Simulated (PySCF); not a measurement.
## C₆ coefficients of unlike pairs at PBE

Calculated with PySCF 2.14 from the dipole response of each species, C₆(A,B) = (3/π) ∫ α_A(iu) α_B(iu) du, in atomic units, from isotropic polarisabilities. For ions this is the dispersion term alone; charge-induced terms of lower order in 1/R come first.

| species | configuration | basis | relativity | α (bohr³) | C₆ (like pair) |
| --- | --- | --- | --- | --- | --- |
| B⁺ | [He] 2s2 (1S) | def2-QZVPPD (8s4p4d2f1g) | none | 10.62 | 28.74 |
| Cu²⁺ | [Ar] 3d9 (2D) | dyall-av2z (16s12p7d2f) | none | 3.063 | 8.149 |
| Pd⁺ | [Kr] 4d9 (2D) | x2c-QZVPPall with one added diffuse shell each of s, p, d, f, g type (14s9p8d5f3g) | spin-free X2C | 12.43 | 76.32 |
| B³⁺ | 1s2 (1S) | x2c-QZVPPall with one added diffuse shell each of s, p, d, f type (8s5p4d3f1g) | spin-free X2C | 0.01777 | 0.001861 |

Problem. Estimate C₆ for Pd⁺ with Cu²⁺.

Solution. The integral gives 24.25. The combination rule 2 C_A C_B / (C_A α_B/α_A + C_B α_A/α_B) gives 23.98 and the geometric mean 24.94.

No spin-orbit coupling is included.

The other pairs:

```
     pair       C₆
  Pd⁺, B⁺    43.55
 Cu²⁺, B⁺    12.65
 B³⁺, Pd⁺   0.2425
  B³⁺, B⁺  0.09860
B³⁺, Cu²⁺  0.09657
```
